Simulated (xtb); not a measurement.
OSn, triplet, geometry from GFN2-xTB (such geometries of metal compounds can be far from the true shape) (the spin is typed, not shown lowest); GFN2-xTB in xtb 6.7.1.

Here is a job for xtb.
```
$ xtb mol.xyz --gfn 2 --uhf 2 --opt --json

# file mol.xyz
2

Sn    -0.00000000    -0.00000000    -0.26410726
O      0.00000000     0.00000000     1.65067036
```

### Question
Predict the main parts of the log of this xtb run.

### Answer

```
   ID    Z sym.   atoms
    1   50 Sn     1
    2    8 O      2

           -------------------------------------------------
          |                Calculation Setup                |
           -------------------------------------------------

           -------------------------------------------------
          |                 G F N 2 - x T B                 |
           -------------------------------------------------

          ...................................................
          :                      SETUP                      :
          :.................................................:
          :  # basis functions                  14          :
          :  # atomic orbitals                  13          :
          :  # shells                            5          :
          :  # electrons                        10          :
          :  max. iterations                   250          :
          :  Hamiltonian                  GFN2-xTB          :
          :  restarted?                      false          :
          :  GBSA solvation                  false          :
          :  PC potential                    false          :
          :  electronic temp.          300.0000000     K    :
          :  accuracy                    1.0000000          :
          :  -> integral cutoff          0.2500000E+02      :
          :  -> integral neglect         0.1000000E-07      :
          :  -> SCF convergence          0.1000000E-05 Eh   :
          :  -> wf. convergence          0.1000000E-03 e    :
          :  Broyden damping             0.4000000          :
          :  net charge                          0          :
          :  unpaired electrons                  2          :
          ...................................................

 iter      E             dE          RMSdq      gap      omega  full diag
   1     -5.1789577 -0.517896E+01  0.552E+01    0.00       0.0  T
   2     -5.4589369 -0.279979E+00  0.325E+01    0.00       1.0  T
   3     -6.0172492 -0.558312E+00  0.571E+00    0.00       1.0  T
   4     -6.0203299 -0.308075E-02  0.542E+00    0.00       1.0  T
   5     -5.9894248  0.309051E-01  0.110E+01    0.00       1.0  T
   6     -6.0210797 -0.316550E-01  0.476E+00    0.00       1.0  T
   7     -6.0227441 -0.166439E-02  0.834E-01    0.00       1.0  T
   8     -6.0227465 -0.235632E-05  0.340E-01    0.00       1.0  T
   9     -6.0227484 -0.196152E-05  0.520E-01    0.00       1.0  T
  10     -6.0227600 -0.115257E-04  0.107E-01    0.00       1.0  T
  11     -6.0227604 -0.439826E-06  0.176E-02    0.00       4.0  T
  12     -6.0227604 -0.107104E-08  0.227E-02    0.00       3.1  T
  13     -6.0227604 -0.989344E-08  0.145E-03    0.00      48.6  T
  14     -6.0227604 -0.410283E-09  0.283E-04    0.00     250.0  T
  15     -6.0227604 -0.833680E-10  0.145E-05    0.00    4885.2  T

   *** convergence criteria satisfied after 15 iterations ***

 transition dipole moment (au) for excitation:           5           6
     X       Y       Z
   0.1092  -0.2625  -0.0000  total (au/Debye):    0.284   0.723
 dE (eV)             :    5.052
 oscillator strength :  0.14145E-01

         :::::::::::::::::::::::::::::::::::::::::::::::::::::
         ::                     SUMMARY                     ::
         :::::::::::::::::::::::::::::::::::::::::::::::::::::
         :: total energy              -6.020188316753 Eh    ::
         :: gradient norm              0.000000096558 Eh/a0 ::
         :: HOMO-LUMO gap              0.000000000000 eV    ::
         ::.................................................::
         :: SCC energy                -6.022760426508 Eh    ::
         :: -> isotropic ES            0.011556340673 Eh    ::
         :: -> anisotropic ES          0.004715652915 Eh    ::
         :: -> anisotropic XC         -0.002419353750 Eh    ::
         :: -> dispersion             -0.000589591917 Eh    ::
         :: repulsion energy           0.002572109754 Eh    ::
[...]
 * total energy  :    -6.0201883 Eh     change       -0.2664535E-13 Eh
   *** GEOMETRY OPTIMIZATION CONVERGED AFTER 1 ITERATIONS ***
         :: total energy              -6.020188316754 Eh    ::
[...]
         :: gradient norm              0.000000073209 Eh/a0 ::
         :: HOMO-LUMO gap              0.000000000000 eV    ::
         ::.................................................::
         :: SCC energy                -6.022760426508 Eh    ::
         :: -> isotropic ES            0.011556378865 Eh    ::
         :: -> anisotropic ES          0.004715655045 Eh    ::
         :: -> anisotropic XC         -0.002419353216 Eh    ::
         :: -> dispersion             -0.000589591973 Eh    ::
         :: repulsion energy           0.002572109754 Eh    ::
         :: add. restraining           0.000000000000 Eh    ::
         :: total charge               0.000000000144 e     ::
         :::::::::::::::::::::::::::::::::::::::::::::::::::::

           -------------------------------------------------
          |                Property Printout                |
           -------------------------------------------------

    * Orbital Energies and Occupations

         #    Occupation            Energy/Eh            Energy/eV
      -------------------------------------------------------------
         1        2.0000           -0.8245172             -22.4363
         2        2.0000           -0.6428363             -17.4925
         3        2.0000           -0.4745309             -12.9126
         4        2.0000           -0.4745309             -12.9126
         5        1.0001           -0.4562207             -12.4144
         6        0.5000           -0.2705674              -7.3625 (HOMO)
         7        0.5000           -0.2705674              -7.3625 (LUMO)
         8                         -0.1553897              -4.2284
         9                         -0.1500972              -4.0844
        10                         -0.1500972              -4.0844
        11                         -0.0927350              -2.5234
        12                         -0.0927350              -2.5234
        13                          0.1292883               3.5181
      -------------------------------------------------------------
                  HL-Gap            0.0000000 Eh            0.0000 eV
             Fermi-level           -0.3678070 Eh          -10.0085 eV

     #   Z          covCN         q      C6AA      α(0)
     1  50 Sn       0.775     0.296   503.268    49.293
     2   8 O        0.775    -0.296    19.747     5.956

 Mol. C6AA /au·bohr⁶  :        704.700936
 Mol. C8AA /au·bohr⁸  :      72708.088226
 Mol. α(0) /au        :         55.248626

Wiberg/Mayer (AO) data.
largest (>0.10) Wiberg bond orders for each atom

 ---------------------------------------------------------------------------
     #   Z sym  total        # sym  WBO       # sym  WBO       # sym  WBO
 ---------------------------------------------------------------------------
     1  50 Sn   1.317 --     2 O    1.317
     2   8 O    1.317 --     1 Sn   1.317
 ---------------------------------------------------------------------------

Topologies differ in total number of bonds
Writing topology from bond orders to xtbtopo.mol

molecular dipole:
                 x           y           z       tot (Debye)
 q only:        0.000       0.000      -1.072
   full:        0.000      -0.000      -1.525       3.877
molecular quadrupole (traceless):
                xx          xy          yy          xz          yz          zz
 q only:        1.404       0.000       1.404       0.000       0.000      -2.809
  q+dip:        1.339       0.000       1.339      -0.000       0.000      -2.678
   full:        2.131       0.000       2.131      -0.000       0.000      -4.263

optimized geometry written to: xtbopt.xyz

           -------------------------------------------------
          | TOTAL ENERGY               -6.020188316754 Eh   |
          | GRADIENT NORM               0.000000073209 Eh/α |
          | HOMO-LUMO GAP               0.000000000000 eV   |
           -------------------------------------------------
```
